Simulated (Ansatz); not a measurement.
Input file for Ansatz (a program for electronic structure): R-PBE/def2-TZVPPD on CH7FOSi (a complex), monomers drawn apart or pushed together. Files ending in .json are basis or fitting sets from the Basis Set Exchange.

Ansatz 0.2 input:
```yaml
crystal:
  periodic: [false, false, false]
  atoms:
    - {symbol: C, position_ang: [-0.52593716, -0.43798256, -0.35759082]}
    - {symbol: F, position_ang: [0.62569914, 0.27791366, 0.00515469]}
    - {symbol: H, position_ang: [-1.39619282, 0.16936340, -0.11413249]}
    - {symbol: H, position_ang: [-0.47573475, -0.63352339, -1.42742892]}
    - {symbol: H, position_ang: [-0.54005836, -1.36946935, 0.20638247]}
    - {symbol: O, position_ang: [0.01754897, 0.87093460, 2.52060678]}
    - {symbol: Si, position_ang: [0.37380017, -0.40857701, 3.49363578]}
    - {symbol: H, position_ang: [0.38198127, 0.86534280, 1.62652327]}
    - {symbol: H, position_ang: [-0.03670046, -1.69533142, 2.87051383]}
    - {symbol: H, position_ang: [-0.38363957, -0.20773002, 4.74579672]}
    - {symbol: H, position_ang: [1.82376995, -0.49926783, 3.79728258]}
basis:
  gaussian:
    orbitals: def2-TZVPPD.json
hamiltonian:
  xc: {name: PBE}
scf: {lower_state_search: off}
```

### Question
Give the final energy of this run.

### Answer
-506.6117 hartree.
